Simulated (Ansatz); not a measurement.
Steps of a relaxation of CH$_{4}$ClISi (`Cl[SiH2]CI`) with RKS PBE-D4/def2-SVP.

```sh
$ ansatz run in.yaml --threads 4 --pin off --events-out ev --progress --plain --max-ram 10444MiB
```

```yaml
crystal:
  periodic: [false, false, false]
  atoms:
    - {symbol: Cl, position_ang: [-2.313300, -0.422300, 0.471800]}
    - {symbol: Si, position_ang: [-0.683700, 0.421300, -0.397600]}
    - {symbol: C, position_ang: [0.803100, -0.484300, 0.124500]}
    - {symbol: I, position_ang: [1.332400, 0.007900, 2.164300]}
    - {symbol: H, position_ang: [-0.638900, 1.867200, -0.088200]}
    - {symbol: H, position_ang: [-0.863600, 0.301400, -1.866300]}
    - {symbol: H, position_ang: [1.714500, -0.198700, -0.483800]}
    - {symbol: H, position_ang: [0.741700, -1.549600, 0.019400]}
basis:
  gaussian: {orbitals: def2-SVP}
hamiltonian: {xc: pbe, dispersion: d4}
relax: {f_tol: 0.03, max_steps: 200}
```

Positions (Å) and forces (eV/Å) along the path, 7 of 7 steps:

```xyz
8
step=1 energy=-29586.2834 eV
Cl   -2.313   -0.422    0.472   -0.820   -0.373    0.501
Si   -0.684    0.421   -0.398   -0.562    0.711   -0.781
C     0.803   -0.484    0.124    2.093    0.826   -0.210
I     1.332    0.008    2.164    0.031   -0.102    0.248
H    -0.639    1.867   -0.088    0.127    0.310    0.216
H    -0.864    0.301   -1.866    0.038   -0.133   -0.401
H     1.714   -0.199   -0.484   -0.604    0.033    0.313
H     0.742   -1.550    0.019   -0.302   -1.273    0.115
8
step=2 energy=-29586.3987 eV
Cl   -2.373   -0.415    0.503    0.133    0.048   -0.086
Si   -0.706    0.423   -0.434   -0.585    0.299   -0.018
C     0.836   -0.445    0.111    0.802   -0.307    0.164
I     1.351   -0.057    2.201   -0.008    0.088   -0.135
H    -0.627    1.872   -0.073   -0.022    0.071   -0.002
H    -0.851    0.273   -1.921   -0.035   -0.069   -0.036
H     1.710   -0.165   -0.526   -0.160    0.059    0.260
H     0.753   -1.543    0.082   -0.126   -0.189   -0.147
8
step=3 energy=-29586.4221 eV
Cl   -2.377   -0.398    0.515    0.145    0.073   -0.072
Si   -0.711    0.432   -0.432   -0.267    0.012    0.016
C     0.842   -0.469    0.117    0.349   -0.125    0.006
I     1.351   -0.046    2.197   -0.073   -0.068   -0.042
H    -0.624    1.888   -0.085   -0.001   -0.019   -0.023
H    -0.870    0.242   -1.918   -0.011    0.003    0.036
H     1.729   -0.134   -0.464   -0.136   -0.033    0.005
H     0.753   -1.573    0.013   -0.007    0.157    0.075
8
step=4 energy=-29586.4267 eV
Cl   -2.371   -0.397    0.514    0.073    0.037   -0.021
Si   -0.712    0.435   -0.431   -0.120   -0.022   -0.006
C     0.850   -0.466    0.117    0.131   -0.068   -0.001
I     1.341   -0.057    2.199   -0.024   -0.022   -0.011
H    -0.627    1.891   -0.089    0.006   -0.011   -0.013
H    -0.875    0.242   -1.915   -0.003    0.004    0.018
H     1.729   -0.137   -0.476   -0.043   -0.001    0.024
H     0.757   -1.568    0.025   -0.019    0.083    0.010
8
step=5 energy=-29586.4281 eV
Cl   -2.364   -0.392    0.523    0.012    0.008    0.008
Si   -0.713    0.434   -0.433    0.001   -0.023   -0.002
C     0.855   -0.465    0.117   -0.007    0.000   -0.013
I     1.330   -0.068    2.202   -0.007   -0.008    0.005
H    -0.626    1.892   -0.098    0.004   -0.001   -0.008
H    -0.881    0.238   -1.915   -0.004   -0.003    0.007
H     1.731   -0.132   -0.475    0.011    0.009    0.010
H     0.760   -1.564    0.022   -0.010    0.017   -0.007
8
step=6 energy=-29586.4289 eV
Cl   -2.356   -0.384    0.538   -0.014   -0.004    0.012
Si   -0.714    0.433   -0.435    0.044   -0.009    0.006
C     0.857   -0.463    0.115   -0.050    0.031   -0.014
I     1.316   -0.083    2.207   -0.002   -0.005    0.009
H    -0.622    1.893   -0.111    0.001    0.003   -0.007
H    -0.888    0.228   -1.914   -0.006   -0.007    0.003
H     1.735   -0.120   -0.467    0.024    0.006    0.000
H     0.764   -1.560    0.011    0.003   -0.014   -0.009
8
step=7 energy=-29586.4299 eV
Cl   -2.350   -0.366    0.563    0.003    0.004   -0.001
Si   -0.712    0.433   -0.436   -0.004   -0.006    0.003
C     0.860   -0.457    0.112   -0.006   -0.004    0.007
I     1.292   -0.116    2.217   -0.001    0.000    0.007
H    -0.616    1.898   -0.138    0.002    0.000   -0.002
H    -0.903    0.202   -1.910   -0.001    0.000   -0.002
H     1.743   -0.097   -0.450    0.003    0.004   -0.005
H     0.778   -1.554   -0.014    0.003    0.002   -0.006
```

Run time 6 s (4 threads of an Intel Xeon Platinum 8488C on a shared host); peak host memory 0.17 GiB.
